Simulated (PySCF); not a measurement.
Compound: C4H9B.
SMILES: `B[C@@H]1C[C@H]1C`

The closed-shell SCF was solved with PySCF and density fitting under several settings on one GFN2-xTB geometry (grid level 2 and gas phase unless stated).

```json
{"settings": "LC-wPBE/6-31G*", "basis functions": "88", "SCF cycles": "12", "E (Eh)": "-182.5226", "HOMO (eV)": "-10.54", "LUMO (eV)": "1.71", "dipole (D)": "1.21"}
{"settings": "PBE0/cc-pVDZ, level shift 0.1 Eh", "basis functions": "115", "SCF cycles": "9", "E (Eh)": "-182.4186", "HOMO (eV)": "-7.89", "LUMO (eV)": "-0.96", "dipole (D)": "1.35"}
```

Q: Estimate the row for these settings: PBE0/pcSseg-1.

A: 
| settings | basis functions | SCF cycles | E (Eh) | HOMO (eV) | LUMO (eV) | dipole (D) |
| --- | --- | --- | --- | --- | --- | --- |
| PBE0/pcSseg-1 | 130 | 12 | -182.3875 | -8.01 | -1.08 | 1.32 |

Q: Over all rows, what range does the HOMO–LUMO gap span?

A: From 6.93 eV to 12.25 eV.

Q: And the dipole moment?

A: From 1.21 D (LC-wPBE/6-31G*) to 1.35 D (PBE0/cc-pVDZ, level shift 0.1 Eh); the largest is 1.12 times the smallest, and the median is 1.32 D.

Q: Compare two rows with the functional PBE0: PBE0/cc-pVDZ, level shift 0.1 Eh and PBE0/pcSseg-1. Which energy is lower, and by how much?

A: PBE0/cc-pVDZ, level shift 0.1 Eh (115 functions) lies 0.0311 Eh or 20 kcal/mol below PBE0/pcSseg-1 (130 functions). The smaller set gives the lower energy; the two sets aren't nested, so the variational bound doesn't order them by size.

Cycle counts include a coarse-grid stage where the run had one. All basis functions are spherical, in the Pople sets too.

One conformer stands for the species.
